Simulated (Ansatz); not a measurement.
Species: sum formula AlOH, charge 1, multiplicity 2. 
Coordinates optimised at B3LYP-D3(BJ)/def2-TZVP (Ansatz, a program for electronic structure):
```xyz
3

Al    -0.4382    -0.3438    -0.4258
O      0.5841     0.4088     0.5789
H      1.0243     1.1992     0.9035
```
Charge +1, spin multiplicity 2.

Basis-set convergence of Hartree-Fock and CCSD(T) correlation energies (hartree) with Ansatz. Correlated levels leave the core frozen unless marked. Open shells are spin-unrestricted. No spin-orbit coupling. Non-relativistic.

```json
[
 {"basis": "def2-SVPD", "functions": "55", "E(HF)": "-316.98596", "E(corr, CCSD(T))": "-0.23468"},
 {"basis": "def2-TZVPPD", "functions": "105", "E(HF)": "-317.16268", "E(corr, CCSD(T))": "-0.28540"},
 {"basis": "def2-QZVPPD", "functions": "175", "E(HF)": "-317.17293", "E(corr, CCSD(T))": "-0.30557"}
]
```

Extrapolating the two largest sets (X = 3 and 4) as X^-3: E(corr) = (64·(-0.30557) - 27·(-0.28540))/37 = -0.3203 Eh, an estimate of the basis-set limit. The largest set recovers 95.4 % of it, the smallest 73.3 %.
